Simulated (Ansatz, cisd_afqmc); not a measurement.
System: Ga, charge 0, doublet.

Total energies in cc-pVQZ-DK, 3 correlated electrons, 14 frozen orbitals. Radicals and triplets start from unrestricted determinants; spin-orbit coupling is neglected. The -DK rows use spin-free X2C. AFQMC/CISD: phaseless, guided by CISD from CCSD amplitudes; bars are statistical, one sigma. Outlying blocks are dropped, and bars are widened where a walk drifts. Over all cases where full CI ran beside it in this data, AFQMC minus full CI had a median of +0.1 mEh and passed +0.4 mEh in a tenth of the cases.

```json
[
 {"method": "HF", "program": "Ansatz", "energy (Eh)": "-1942.18945", "minus CCSDT (mEh)": "49.04"},
 {"method": "MP2", "program": "Ansatz", "energy (Eh)": "-1942.22535", "minus CCSDT (mEh)": "13.14"},
 {"method": "CCSD", "program": "Ansatz", "energy (Eh)": "-1942.23725", "minus CCSDT (mEh)": "1.24"},
 {"method": "CCSD(T)", "program": "Ansatz", "energy (Eh)": "-1942.23820", "minus CCSDT (mEh)": "0.29"},
 {"method": "CCSDT", "program": "Ansatz", "energy (Eh)": "-1942.23849", "minus CCSDT (mEh)": "0.00"},
 {"method": "AFQMC/CISD", "program": "cisd_afqmc", "energy (Eh)": "-1942.2384 ± 0.0001", "minus CCSDT (mEh)": "0.1 ± 0.1"}
]
```

Ansatz is a first-principles code.
